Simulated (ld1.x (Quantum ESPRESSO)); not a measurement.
Before and after: TM potential for rhodium (Rh)

```
Element                 : rhodium
Generator               : ld1.x (Quantum ESPRESSO) 7.5
Type                    : norm-conserving Troullier–Martins (Kleinman–Bylander form)
Functional              : PBE
Relativity              : scalar-relativistic
Frozen core             : [Ar] 3d10
Valence charge          : 17
Reference configuration : 4s2 4p6 4d7.5 5s0 5p0 (charge +1.5)
Partial waves           : 4s (bound): rc 1.45 bohr; 4p (bound): rc 1.50 bohr; 4d (bound): rc 1.85 bohr
Local potential         : all-electron potential smoothed inside 1.45 bohr (lloc = -1)
Core correction         : none
```

All-electron outer shells of the reference configuration (PBE, scalar-relativistic, ld1.x):

```
shell  level (eV)  outermost node (bohr)  outermost maximum (bohr)
   3d     -314.69                      –                      0.29
   4s      -96.56                   0.47                      0.88
   4p      -64.45                   0.47                      0.94
   4d      -19.44                   0.46                      1.14
   5s      -15.07                   1.18                      2.41
   5p       -9.81                   1.33                      2.98
```

Change: wave 4d (bound): rc 1.85 bohr becomes 4d (bound): rc 1.30 bohr.

Cutoffs: the cutoffs (Ry, on a coarse ladder) from which the occupation-weighted sum of valence levels, in a spherical-Bessel basis at the reference potential, stays within 10 and 1 mRy of its value at 400 Ry; they do not see the model core or the augmentation charge, which bear on the density cutoff. Errors are all-electron minus pseudo energies relative to the spin-unpolarised reference configuration.

Task: How do hardness, ghosts and transferability respond?

Result: The potential gets neither clearly harder nor softer (70 Ry and 110 Ry → 70 Ry and 110 Ry); of the 7 tests that both files solve, the error grows in 0 and shrinks in 2 by more than 15 % and 0.3 meV (median size 18.5 → 8.1 meV); neither file shows a bound ghost.

```tsv
quantity	base	changed
cutoff, loose	70 Ry	70 Ry
cutoff, tight	110 Ry	110 Ry
loose cutoff by channel (10 mRy a level)	s 45 Ry, p 30 Ry, d 45 Ry	s 45 Ry, p 30 Ry, d 50 Ry
bound ghosts	none	none
error for 4s2 4p6 4d8 5s1 5p0, meV [ΔE -15.69 eV]	+135	+135
error for 4s2 4p6 4d8 5s0 5p0, meV [ΔE -8.23 eV]	+0.1	+0.2
error for 4s2 4p6 4d7 5s0 5p0, meV [ΔE 11.28 eV]	-0.7	-0.5
error for 4s2 4p6 4d6 5s0 5p0, meV [ΔE 43.78 eV]	+0.6	-0.2
error for 4s2 4p6 4d7 5s1 5p0, meV [ΔE -4.57 eV]	+222	+222
error for 4s2 4p6 4d7 5s1 5p1, meV [ΔE -9.08 eV]	+193	+193
error for 4s2 4p6 4d5 5s0 5p0, meV [ΔE 90.73 eV]	+19	+8.1
```
